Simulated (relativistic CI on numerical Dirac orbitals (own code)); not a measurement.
Ni³⁺: L2,3 absorption edge

Computed with this model: Dirac-Coulomb-Breit CI, orbitals from a KLI potential per configuration, model QED, multiplet model of core-to-valence dipole absorption, unscaled Slater integrals; configurations [Ar] 3d7 → [He] 2s2 2p5 3s2 3p6 3d8; 300 K; Lorentzian 0.4 eV and Gaussian 0.3 eV FWHM. Energies are those of the free ion, without screening or charge transfer. The branching ratio is the share of the lower-energy edge in the whole absorption, uncertain by about 0.02 where the edges overlap. S is read from ⟨S²⟩ = S(S + 1).

Field parameters in Wybourne normalisation: Td as Oh with Dq negative (B⁴₀ = 21Dq, B⁴₄ = √(5/14) B⁴₀). The field is a parameter set, without covalency.

Case Td, 10Dq = -6450 cm⁻¹, the dichroism is that of the ground state at zero temperature, magnetised by exchange field 10 meV on Sz. The dichroism I(Δm = −1) − I(Δm = +1), over the sum of the three polarisations, integrates to -0.1437 on the lower edge and 0.0660 on the upper edge. The branching ratio is 0.769.

Use the orbital sum rule with 3 holes to get ⟨Lz⟩.

For a p → d edge ⟨Lz⟩ = 2 × n_h × (sum of both integrals) in this sign convention = -0.47; the ground state itself has ⟨Lz⟩ = -0.44 and ⟨Sz⟩ = -1.49. The rule assumes one radial integral for both edges, which relativistic orbitals only approach.
